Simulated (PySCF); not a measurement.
## Charge-transfer reorganisation: `C#Cc1cc[n+](C)cc1`, [C₈H₈N]+, charge +1

Cartesian coordinates in Å; atom numbers follow the order of the lines, from 1:
```xyz
17

C     4.099   -0.084   -0.165
C     2.899   -0.046   -0.148
C     1.482    0.001   -0.119
C     0.722   -0.364   -1.238
C    -0.649   -0.308   -1.178
N    -1.283    0.091   -0.064
C    -2.750    0.156   -0.016
C    -0.578    0.447    1.025
C     0.793    0.414    1.032
H     5.170   -0.118   -0.184
H     1.202   -0.691   -2.153
H    -1.272   -0.582   -2.021
H    -3.064    1.194    0.119
H    -3.155   -0.228   -0.952
H    -3.113   -0.456    0.813
H    -1.151    0.759    1.890
H     1.331    0.707    1.926
```

Total charge +1.

Level of theory: UKS BHandHLYP/def2-SV(P) four-point reorganisation energy, gas phase in PySCF 2.14.0. Geometry: BHandHLYP/def2-SV(P).

Task: What is the inner reorganisation energy for electron transfer, with the electron affinity?

Result: λ = 0.163 (surface of the reduced species) + 0.159 (surface of the starting species) = 0.322 eV. The electron affinity is 5.02 eV vertical and 5.18 eV adiabatic without zero-point energy; at the relaxed geometry of the reduced species the two energies differ by 5.34 eV. Largest bond changes: C5–N6 1.342 → 1.382 Å, N6–C8 1.345 → 1.385 Å, N6–C7 1.470 → 1.438 Å, C3–C4 1.401 → 1.431 Å, C9–C3 1.404 → 1.429 Å. ⟨S²⟩ of the relaxed reduced species 0.806.
